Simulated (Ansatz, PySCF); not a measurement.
C₂H₇FOSi, SMILES CCO[SiH2]F. Atoms are numbered in the order given.

```xyz
12

Si     1.1928     0.3595     0.4866
F      2.0287     0.4298    -0.9073
O     -0.4271     0.3597     0.1913
C     -1.1731    -0.7028    -0.3896
C     -2.6397    -0.5400    -0.0412
H      1.6049    -0.9031     1.1557
H      1.4868     1.5780     1.2695
H     -0.7973    -1.6787    -0.0246
H     -1.0327    -0.6902    -1.4856
H     -3.0146     0.4287    -0.4055
H     -3.2378    -1.3426    -0.5009
H     -2.7844    -0.5752     1.0497
```

Geometry: B3LYP-D3(BJ)/def2-SVP. Other conformers were not sampled.

Two levels are set side by side: PBE-D3(BJ)/def2-SVP (Ansatz, a quantum-chemistry and plane-wave program) and B3LYP-D3(BJ)/def2-SVP (Ansatz). Each level has its own optimised geometry; the coordinates shown are those of the second. Frequencies come from the Hessian of PySCF at each geometry. Differences are taken from unrounded values.

```csv
quantity,B3LYP-D3(BJ)
mean bond length (Å),1.336
bond Si1–F2 (Å),1.627
bond Si1–O3 (Å),1.647
bond O3–C4 (Å),1.422
bond C4–C5 (Å),1.516
bond Si1–H6 (Å),1.487
bond Si1–H7 (Å),1.478
bond C4–H8 (Å),1.108
bond C4–H9 (Å),1.105
bond C5–H10 (Å),1.101
bond C5–H11 (Å),1.101
bond C5–H12 (Å),1.101
highest harmonic wavenumber (cm⁻¹),3129
mean harmonic wavenumber (cm⁻¹),1331
zero-point energy (kcal/mol),57.09
```

Question: What does PBE-D3(BJ) give, and how far is it from B3LYP-D3(BJ)? (The exact figures need the calculation; the answer reports its results.)

Answer: 
| quantity | PBE-D3(BJ) | PBE-D3(BJ) minus B3LYP-D3(BJ) |
|---|---|---|
| mean bond length (Å) | 1.345 | 0.009 |
| bond Si1–F2 (Å) | 1.638 | 0.011 |
| bond Si1–O3 (Å) | 1.661 | 0.014 |
| bond O3–C4 (Å) | 1.429 | 0.006 |
| bond C4–C5 (Å) | 1.518 | 0.002 |
| bond Si1–H6 (Å) | 1.502 | 0.015 |
| bond Si1–H7 (Å) | 1.492 | 0.014 |
| bond C4–H8 (Å) | 1.117 | 0.009 |
| bond C4–H9 (Å) | 1.114 | 0.009 |
| bond C5–H10 (Å) | 1.108 | 0.007 |
| bond C5–H11 (Å) | 1.109 | 0.007 |
| bond C5–H12 (Å) | 1.108 | 0.007 |
| highest harmonic wavenumber (cm⁻¹) | 3077 | -52 |
| mean harmonic wavenumber (cm⁻¹) | 1294 | -38 |
| zero-point energy (kcal/mol) | 55.48 | -1.62 |

Exact exchange shortens and stiffens bonds; PBE has none. Differences between two approximate levels are no errors against the true value.
